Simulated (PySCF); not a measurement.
A structure optimised at PBE-D3(BJ)/def2-SVP, used in a PySCF frequency run:

```xyz
9

N      0.0999    -2.8875     0.0000
C     -0.2141    -1.7515     0.0000
O     -0.5929    -0.5197     0.0000
Si     0.5048     0.8510     0.0000
N     -0.3797     2.3129     0.0000
H      1.2972     0.7283    -1.2603
H      1.2972     0.7283     1.2603
H     -0.8371     2.6587     0.8459
H     -0.8371     2.6587    -0.8459
```

Task: Write its SMILES, formula and point group.

Result: N#CO[SiH2]N, CH4N2OSi, Cs

Task: What are its rotational constants (standard atomic weights)?

Result: 20.291, 1.8532, 1.7528 GHz
